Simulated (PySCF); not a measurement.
From one molecule to another.

First species: C5H13F3Si2.
Numbering: `[CH3:1][SiH2:2][Si@H:3]([CH:4]([CH3:5])[CH3:6])[C:7]([F:8])([F:9])[F:10]` (hydrogens: H11, H12, H13 on C1; H14, H15 on Si2; H16 on Si3; H17 on C4; H18, H19, H20 on C5; H21, H22, H23 on C6)

Second species: C7H14N2O.
SMILES: `CCC(=O)N(C)C/C=N\C`

Levels: PBE0/pcSseg-1 for dipole moment, HOMO energy, LUMO energy and HOMO–LUMO gap; GFN2-xTB for rotational constant A and rotational constant C. Geometries: GFN2-xTB. All species are isolated and taken at one optimised geometry, non-relativistic unless stated; the electronic structure was computed with PySCF and density fitting.

The conformers computed, where there is a choice (atom-mapped SMILES and torsion angles):
- `[CH3:1][SiH2:2][Si@H:3]([CH:4]([CH3:5])[CH3:6])[C:7]([F:8])([F:9])[F:10]`: C1–Si2–Si3–C4 72°, Si2–Si3–C4–C5 60°, Si2–Si3–C7–F8 -161°
- `[CH3:1][CH2:2][C:3](=[O:4])[N:5]([CH3:6])[CH2:7]/[CH:8]=[N:9]\[CH3:10]`: C1–C2–C3–O4 0°, C2–C3–N5–C6 1°, C3–N5–C7–C8 118°, N5–C7–C8–N9 166°

```csv
property,column X,column Y
dipole moment,3.55 D,2.66 D
HOMO energy,-6.66 eV,-8.27 eV
LUMO energy,-0.02 eV,-0.29 eV
HOMO–LUMO gap,6.64 eV,7.98 eV
rotational constant A,3.299 GHz,0.916 GHz
rotational constant C,0.526 GHz,0.538 GHz
```

Which column belongs to which species?

Column X is the second species and column Y the first. The first has 23 atoms and 98 electrons, the second 24 and 78.

How does each property change from the first species to the second?

dipole moment +0.89 D; HOMO energy +1.61 eV; LUMO energy +0.27 eV; HOMO–LUMO gap -1.34 eV; rotational constant A +2.383 GHz; rotational constant C -0.012 GHz.

On the first: In atomic units the dipole is 1.05 e·bohr (1 au = 2.5417 D).

On the second: The dipole equals about 11.9 × 10⁻³⁰ C·m (1 D = 3.33564 × 10⁻³⁰ C·m). A dipole of 3.55 D is allowed in C1, and pure rotational transitions are dipole-allowed.
